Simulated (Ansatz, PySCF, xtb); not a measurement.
Noncovalent pair: aminoborane (SMILES BN) (first 6 atoms) with HF (SMILES F); geometry from B3LYP-D3(BJ)/def2-TZVP, rigid monomers moved along the line of their centres of mass till N2···H8 is 2.68 Å.
(charge 0, multiplicity 1):
```
atom    x (Å)    y (Å)    z (Å)
----  -------  -------  -------
B      0.9064  -0.1258   0.0613
N     -0.1434   0.5794   0.6653
H      0.6626  -0.8237  -0.8706
H      1.9991  -0.0255   0.5206
H      0.0124   1.2765   1.3784
H     -1.0649   0.6332   0.2571
F     -1.3196  -1.7735   3.1450
H     -0.9799  -1.1957   2.4872
```

Monomers are frozen at their geometry in the pair; levels with a basis set take the counterpoise correction. Rows marked so take none.

Correlated levels freeze the cores. CBS: X⁻³ extrapolation of the correlation energy, Hartree–Fock from the larger set. Rows in 3-21G carry no dispersion term and start afresh at each structure.

Programs: Ansatz (a program for electronic structure); PySCF for 3-21G rows, the dispersion terms; xtb for the GFN methods. Each number belongs to the level named beside it.

| level | interaction energy (kcal/mol) |
|---|---|
| GFN1-xTB | -2.05 |
| HF/3-21G (no counterpoise) | -3.81 |
| PBE-D3(BJ)/def2-TZVPPD | -3.12 |
| r2SCAN/def2-TZVPPD | -2.82 |
| B3LYP-D3(BJ)/def2-TZVPPD | -3.05 |
| PBE0-D4/def2-TZVPPD | -3.02 |
| MP2/CBS(aug-cc-pVDZ, aug-cc-pVTZ) | -2.85 |
| CCSD/aug-cc-pVDZ | ? |
| MP2/CBS(aug-cc-pVDZ, aug-cc-pVTZ) + ΔCCSD(T)/aug-cc-pVDZ | -2.79 |

Q: Complete the blanks.

A: 
- CCSD/aug-cc-pVDZ, interaction energy (kcal/mol): -2.60
